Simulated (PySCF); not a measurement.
A structure optimised at B3LYP-D3(BJ)/def2-SVP, used in a PySCF frequency run:

```
In
N 1 2.0310
H 2 1.0173 1 120.19
H 2 1.0176 3 110.13 1 141.75
C 1 2.1601 2 131.47 3 -29.52
H 5 1.0983 1 110.66 2 8.66
H 5 1.0987 6 110.06 1 -120.05
H 5 1.0990 6 109.93 7 -120.25
Br 1 2.5314 2 109.67 3 157.60
```

Question: Write its SMILES and formula.

Answer: [CH3][In]([NH2])[Br], CH5BrInN

Question: What are its rotational constants (standard atomic weights)?

Answer: 4.1123, 1.2447, 0.96242 GHz
